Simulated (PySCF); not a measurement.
**Core-level binding energies of Ge(CN)H3**

Species: Ge(CN)H3, CH3GeN.
Geometry (PBE0-D3(BJ)/def2-SVP, Å), atoms numbered from 1 in this order:
```xyz
6
CH3GeN angstrom
Ge    -0.0054    0.0044   -0.6109
C      0.0120   -0.0103    1.3141
N      0.0219   -0.0177    2.4733
H      1.4540    0.0173   -1.0724
H     -0.7494    1.2708   -1.0419
H     -0.7330   -1.2644   -1.0622
```

Computed with PySCF, delta-SCF UKS SCAN, pcX-2 on the ionised atom, pcseg-1 elsewhere, spin-free X2C. Vertical ΔSCF values, vacuum level as zero.

Problem. List the computed XPS lines with their assignment.

Solution. 
```csv
atom(s),environment,level,binding energy (eV),count
C2,carbon bonded to Ge and N,C 1s,291.96,1
N3,nitrogen bonded to C,N 1s,405.33,1
```

Problem. Which photon energy gives electrons from N 1s of N3 a kinetic energy of 20 eV, and what is their de Broglie wavelength?

Solution. hν = 405.33 + 20 = 425.33 eV, recoil neglected; λ = 12.264 Å/√(E/eV) = 2.74 Å.

Problem. Give the binding energy of N 1s of N3 in hartree and in kJ/mol.

Solution. 405.33 eV = 14.8956 Eh = 39108 kJ/mol.

No level of germanium is listed. Isolated species at its PBE0-D3(BJ)/def2-SVP geometry, gas phase.
